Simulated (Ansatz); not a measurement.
Reaction (hydrogen abstraction from the O–H bond): orthosilicic acid + H• → `[O][Si](O)(O)O`• + H₂

Computed with Ansatz on PBE0-D4/def2-TZVP structures; ΔE is electronic, products minus reactants. CCSD(T)/CBS is the MP2 limit (def2-TZVPP, def2-QZVPP) plus CCSD(T) − MP2 in def2-TZVPP, frozen cores. This one scheme is used for every species, atoms too. DFT in def2-TZVPP. HSE06 is defined as in plane-wave codes. No spin–orbit coupling; open shells (•) take unrestricted orbitals. One conformer a species, not always the lowest.

CCSD(T)/CBS gives +0.89 eV.

Q: Another level gave +0.47 eV. Which?
A. HSE06/def2-TZVPP
B. PBE/def2-TZVPP
C. BLYP/def2-TZVPP
D. B97M-V/def2-TZVPP

A: C. BLYP 0.47, PBE 0.76, HSE06 0.83, B97M-V 0.65 eV.

Largest T1 diagnostic among the species: 0.015.

From BLYP to BHLYP (50 % exact exchange), in def2-TZVPP and without D4, ΔE moves by +0.09 eV. At CCSD(T), def2-SVP lies −0.08 eV from the extrapolated value and def2-TZVPP −0.07 eV. Leaving LDA and LC-ωPBE aside and taking each functional with its dispersion term where it has one, the values, not all of them listed here, spread over 0.45 eV, from BLYP-D4 to PBE-QIDH. LDA lies +0.36 eV from PBE without D4.
